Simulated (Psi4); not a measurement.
Dimer: CO (SMILES [C-]#[O+]) (first 2 atoms) with N2 (SMILES N#N); geometry from B3LYP-D3(BJ)/def2-TZVP, rigid monomers moved along the line of their centres of mass till O2···N3 is 4.60 Å.
(charge 0, multiplicity 1):
```xyz
4

C      0.6879    -0.1717    -0.6701
O     -0.2730     0.0922    -0.1478
N      0.2632    -0.0236     4.4199
N     -0.7194     0.0988     4.8775
```

The numbers are results of SAPT0/jun-cc-pV(D+d)Z run with Psi4, not measurements.

**Question.** Which attractive term is largest, and how does the interaction split up?

**Answer.** electrostatics -1.5, exchange 0.1, induction 0.0, dispersion -2.4, total -3.8 meV; the largest attraction is dispersion.
